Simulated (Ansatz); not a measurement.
Relaxation of C$_{3}$H$_{12}$BNSi (18 atoms, charge 0, multiplicity 1), to a largest force component of 0.02 eV/Å in at most 50 steps.

Level of theory: UKS BLYP-D4/STO-3G (Ansatz).

```xyz
18
Properties=species:S:1:pos:R:3
B 1.512 -1.773 -1.221
C 1.110 -0.668 -0.095
C -0.065 0.289 -0.520
N 0.509 1.222 -1.549
C -0.527 1.095 0.691
Si -1.592 0.107 1.884
H 0.666 -2.484 -1.605
H 2.584 -1.738 -1.712
H 0.838 -1.230 0.849
H 2.029 -0.077 0.168
H -0.897 -0.305 -0.887
H 2.263 -2.544 -0.763
H -0.414 1.847 -1.850
H 0.304 1.545 1.284
H -1.167 1.928 0.366
H -2.152 1.018 2.925
H -0.778 -0.912 2.557
H -2.698 -0.524 1.151
```

Where does it end, and by what steps?

The forces met the threshold. Limits of this set-up: minimal basis. After 36 steps the energy has fallen by 4.540 eV; H8 moved furthest, 2.58 Å. Parted: B1–H8. Joined: N4–H8.

```csv
step,energy less start (eV),largest force component (eV/Å),accepted
0,0.0000,3.008,yes
2,-0.8167,0.439,yes
4,-0.9044,1.157,yes
6,-1.0243,0.604,yes
8,-1.3948,0.755,yes
10,-2.8318,3.090,yes
12,-4.0163,4.316,yes
14,-4.2481,3.068,yes
16,-4.4667,0.291,yes
18,-4.4925,0.773,no
20,-4.5050,0.325,no
22,-4.5131,0.057,yes
24,-4.5213,0.148,yes
26,-4.5218,0.538,no
28,-4.5351,0.119,yes
30,-4.5377,0.108,yes
32,-4.5391,0.055,yes
34,-4.5196,0.581,no
36,-4.5397,0.010,yes
```

```xyz
18
Properties=species:S:1:pos:R:3
B 1.574 -2.081 -0.926
C 1.062 -1.001 0.099
C 0.054 0.074 -0.472
N 0.835 0.919 -1.519
C -0.489 1.056 0.635
Si -1.545 0.222 1.971
H 0.998 -2.290 -1.937
H 1.008 0.210 -2.315
H 0.554 -1.576 0.914
H 1.908 -0.480 0.600
H -0.813 -0.469 -0.936
H 2.526 -2.734 -0.672
H 0.060 1.522 -1.966
H 0.377 1.575 1.094
H -1.095 1.839 0.131
H -2.156 1.234 2.818
H -0.738 -0.655 2.804
H -2.596 -0.568 1.349
```

Time of the run: 5.6 min on 1 thread of Intel(R) Xeon(R) Platinum 8259CL CPU @ 2.50GHz (Skylake/Cascade Lake), with other jobs on the host, peak memory 0.2 GiB.
